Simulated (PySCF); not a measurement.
Vertical excitations of a molecule CH8ClNSi2 from PySCF with TDDFT-PBE/def2-SVPD, as energy in eV (oscillator strength): 5.88 (0.016), 6.01 (0.008), 6.14 (0.007), 6.24 (0.037), 6.38 (0.034), 6.55 (0.062), 6.64 (0.061), 6.85 (0.012), 6.96 (0.001), 6.99 (0.015). Lowest triplet (TDA): 5.53 eV. Coordinates come from a B3LYP-D3(BJ)/def2-SVP optimisation. One conformer was computed; it need not be the lowest.

Task: Which molecule gave these data?
A. CN([SiH3])[SiH2]Cl
B. C[SiH2]N[SiH2]Cl
C. C[Si@@H](Cl)N[SiH3]
D. C[Si@@](N)([SiH3])Cl

Result: D, C[Si@@](N)([SiH3])Cl
